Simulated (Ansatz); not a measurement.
Ansatz (a first-principles code) input:

Ansatz 0.2 input:
```yaml
crystal:
  periodic: [false, false, false]
  atoms:
    - {symbol: C, position_ang: [-0.38439883, -0.12903652, -0.05555439]}
    - {symbol: O, position_ang: [-0.39962503, -0.10221980, 1.12034530]}
    - {symbol: O, position_ang: [0.64197255, 0.18977062, -0.85659836]}
    - {symbol: H, position_ang: [0.36761280, 0.07381259, -1.77664916]}
basis:
  gaussian:
    orbitals: def2-TZVP
hamiltonian:
  xc: b3lyp
  dispersion: d3bj
magnetization: {spin_polarized: true, initial_magnetization: 1}
phonons: {temperatures: {t_min: 298.15, t_max: 298.15, t_step: 100}}
```

Task: Predict the final energy.

Result: -189.18566 Eh (B3LYP-D3(BJ)/def2-TZVP). The basis has 99 functions.

It need not be the lowest isomer of its formula.
